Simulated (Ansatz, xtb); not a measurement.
Breaking the C2–H3 bond in C3H9Al (SMILES [CH3][Al]([CH3])[CH3]) (multiplicity 1 held, fragments rigid). Energies count from the point at 1.096 Å.
Geometry at that point (charge 0, multiplicity 1):
```xyz
13

Al    -0.005     0.003     0.006
C     -1.377    -1.392    -0.147
H     -1.258    -1.937    -1.091
H     -2.386    -0.969    -0.166
H     -1.334    -2.129     0.658
C     -0.150     1.646    -1.056
H      0.791     1.881    -1.563
H     -0.367     2.502    -0.407
H     -0.938     1.605    -1.812
C      1.530    -0.256     1.200
H      2.111     0.655     1.358
H      2.212    -1.005     0.782
H      1.224    -0.637     2.179
```

Unrestricted levels (U-) break spin symmetry where that is lower. Active spaces are followed from a long bond inwards. Curves can end on different states.

Frozen-core correlation.

Programs: Ansatz (Gaussian orbitals); xtb for the GFN methods.  The GFN methods have no spin term and hold the electronic entropy of 300 K.

```json
[
 {"level": "GFN2-xTB", "energy at R = 3.508 Å (kcal/mol)": "119.52"},
 {"level": "U-MP2/cc-pV(D+d)Z", "energy at R = 3.508 Å (kcal/mol)": "106.40"},
 {"level": "U-SCS-MP2/cc-pV(D+d)Z", "energy at R = 3.508 Å (kcal/mol)": "107.07"},
 {"level": "U-CCSD/cc-pV(D+d)Z", "energy at R = 3.508 Å (kcal/mol)": "105.93"},
 {"level": "CASSCF(2,2)/cc-pV(D+d)Z", "energy at R = 3.508 Å (kcal/mol)": "…"},
 {"level": "SC-NEVPT2 on CASSCF(2,2)/cc-pV(D+d)Z", "energy at R = 3.508 Å (kcal/mol)": "104.90"},
 {"level": "FIC-NEVPT4(SD) on CASSCF(2,2)/cc-pV(D+d)Z", "energy at R = 3.508 Å (kcal/mol)": "105.50"},
 {"level": "FIC-MRCISD on CASSCF(2,2)/cc-pV(D+d)Z", "energy at R = 3.508 Å (kcal/mol)": "103.87"},
 {"level": "FIC-MRCISD+Q on CASSCF(2,2)/cc-pV(D+d)Z", "energy at R = 3.508 Å (kcal/mol)": "105.57"}
]
```

Q: Fill in the missing entries.

A: 
- CASSCF(2,2)/cc-pV(D+d)Z, energy at R = 3.508 Å (kcal/mol): 95.30

Doubts at one or more of the structures used: a spin-contaminated determinant (U-MP2/cc-pV(D+d)Z, U-SCS-MP2/cc-pV(D+d)Z, U-CCSD/cc-pV(D+d)Z).

Ansatz is an electronic-structure program.
